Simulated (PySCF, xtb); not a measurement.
B(OH)2(OSiH3) (BH5O3Si), SMILES OB(O)O[SiH3]. The values are those of a single conformer.

Harmonic wavenumbers (cm⁻¹) from xtb with GFN2-xTB at its own minimum, in rising order: 23, 81, 92, 361, 409, 433, 482, 574, 601, 638, 682, 754, 785, 817, 908, 933, 1051, 1227, 1395, 2231, 2245, 2266, 3636, 3645.

Problem. What does PySCF with PBE0-D3(BJ)/def2-SVP give at its own minimum? (Estimate from the structure and the level; the computed values follow.)

Solution. 80, 102, 109, 345, 402, 487, 496, 668, 708, 732, 770, 924, 949, 950, 967, 1008, 1063, 1440, 1492, 2242, 2243, 2263, 3948, 3960. Paired by order, the mean absolute difference is 89 cm⁻¹ and the zero-point energies are 37.6 and 40.5 kcal/mol.
